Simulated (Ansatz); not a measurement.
C3H5BO can be A, `O=C1CBC1`, or B, `BC1OC1=C`.

Program: Ansatz. Geometries: PBE0-D4/def2-TZVP. ΔE: electronic, gas phase. CCSD(T)/CBS is the MP2 limit (def2-TZVPP, def2-QZVPP) plus CCSD(T) − MP2 in def2-TZVPP, frozen cores. DFT in def2-TZVPP. B3LYP here is the variant with VWN-RPA as its local correlation; programs differ in this.

A:

Z-matrix (Å, degrees):
```
C
C 1 1.527
B 1 2.075 2 49.2
O 1 1.196 2 131.6 3 -148.1
C 1 1.527 2 95.3 3 18.7
H 2 1.100 1 109.4 3 -105.8
H 2 1.089 1 119.0 3 128.6
H 3 1.190 1 164.3 2 -102.5
H 5 1.089 1 119.0 2 -147.3
H 5 1.100 1 109.5 2 87.2
```

B:

```xyz
10

B     0.4924    1.5268   -0.6604
C     0.9638    0.1664   -0.1392
O     0.7941   -0.1154    1.3195
C    -0.0979   -0.6150    0.4785
C    -1.1982   -1.3345    0.4485
H     0.5914    1.7638   -1.8275
H    -0.0238    2.2986    0.0870
H     1.7764   -0.4121   -0.5712
H    -1.6103   -1.7493    1.3591
H    -1.6878   -1.5291   -0.4943
```

Question: Which is lower in electronic energy at CCSD(T)/CBS, and by how much? (Best estimate.)

Answer: Ansatz gave: A, by 36.8 kcal/mol.

Question: Give E(B) − E(A) in kcal/mol with CCSD(T)/def2-SVP, PBE0-D4, CCSD(T)/def2-TZVPP, CCSD/def2-TZVPP, BLYP-D4, B3LYP, ωB97M-V. (Best estimate.)

Answer: Ansatz gave: CCSD(T)/def2-SVP 38.4, PBE0-D4 37.7, CCSD(T)/def2-TZVPP 36.5, CCSD/def2-TZVPP 37.2, BLYP-D4 32.0, B3LYP 34.1, ωB97M-V 37.5. None reverses the order clearly.

Question: Does the order hold for the free energy at 298.15 K (harmonic terms from PBE0-D4)? (An estimate is asked.)

Answer: Computed: Yes: G(B) − G(A) = +36.0 kcal/mol.

Largest T1 diagnostic: 0.014.

From PBE to PBE0 (25 % exact exchange), in def2-TZVPP and without D4, E(B) − E(A) moves by +2.7 kcal/mol. At CCSD(T), def2-SVP lies +1.6 kcal/mol from the extrapolated value and def2-TZVPP −0.3 kcal/mol.
